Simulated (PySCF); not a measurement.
Correlation energy of Pd⁺ (palladium, charge +1)

[Kr] 4d8 5p1, one real determinant (an excited configuration). All numbers are calculated (PySCF 2.14, scalar relativity through the core potential, in def2-TZVPPD with the def2 core potential (28 electrons)). Frozen: nothing; 17 electrons correlated.

```csv
level,correlation energy (mhartree)
CCSD,-502.75
(T),-12.54
CCSD(T),-515.29
```

Diagnostics: T1 = 0.011, D1 = 0.0529, largest double amplitude 0.029.

Problem. Is a single reference adequate?

Solution. Yes, within this model without spin-orbit coupling: T1 lies below 0.03 and no double amplitude reaches 0.07.

The reference is one real determinant that mixes LS terms of this configuration.

The basis has no tight functions for the innermost shells, so their pair energies are far from complete.

This basis was not built for core-valence correlation, so the inner-shell part is incomplete.
